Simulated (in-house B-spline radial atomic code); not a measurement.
Configurations of the tin ion Sn⁶⁺, with energies counted from [Kr] 4d8. Computed with a B-spline radial code for spherical atoms: scalar-relativistic (X2C) AM05, spin-polarised, spherical fractional occupations, Fermi nucleus of rms radius 4.6519 fm. Shells without spins written out take the highest spin.

Occupations are held fixed; configurations that lie above the ionisation limit could autoionise.

| configuration | E - E(ref) (eV) | highest orbital | its <r> (bohr) |
| --- | --- | --- | --- |
| [Kr] 4d7 5d1 | 63.516 | 5d up | 2.416 |
| [Ar] 3d10 4s2 4p5 4d9 | 66.31 | 4d down | 1.005 |
| [Ar] 3d10 4s2 4p5 4d8 5p1 | 112.18 | 5p up | 1.975 |
| [Ar] 3d10 4s2 4p5 4d8 4f1 | 127.37 | 4f up | 1.52 |
| [Ar] 3d10 4s2 4p5 4d8 5d1 | 130.69 | 5d up | 2.409 |
| [Ar] 3d9 4s2 4p6 4d9 | 465.35 | 4d down | 0.9813 |
| [Ar] 3d9 4s2 4p6 4d8 5p1 | 513.76 | 5p up | 1.961 |

Task: Order these further configurations by energy, lowest first.
A. [Ar] 3d9 4s2 4p6 4d8 4f1
B. [Ar] 3d9 4s2 4p6 4d8 5f1
C. [Ar] 3d(5 up, 4 down) 4s2 4p6 4d(4 up, 4 down) 5f(1 up, 0 down)
D. [Ar] 3d10 4s2 4p(2 up, 3 down) 4d(5 up, 3 down) 5p(1 up, 0 down)
E. [Kr] 4d(4 up, 4 down)

Result: E (0.93099 eV), D (114.37 eV), A (529.07 eV), B (550.28 eV), C (551.69 eV).

Task: How far above the reference does [Kr] 4d7 5p1 lie?

Result: 45.045 eV; its least bound orbital is 5p up with <r> = 1.98 bohr.

Task: How far above the reference does [Ar] 3d10 4s2 4p(2 up, 3 down) 4d(5 up, 3 down) 5s(1 up, 0 down) lie?

Result: 101.47 eV; its least bound orbital is 5s up with <r> = 1.79 bohr.

Task: How far above the reference does [Kr] 4d(3 up, 4 down) 4f(0 up, 1 down) lie?

Result: 63.093 eV; its least bound orbital is 4f down with <r> = 1.56 bohr.
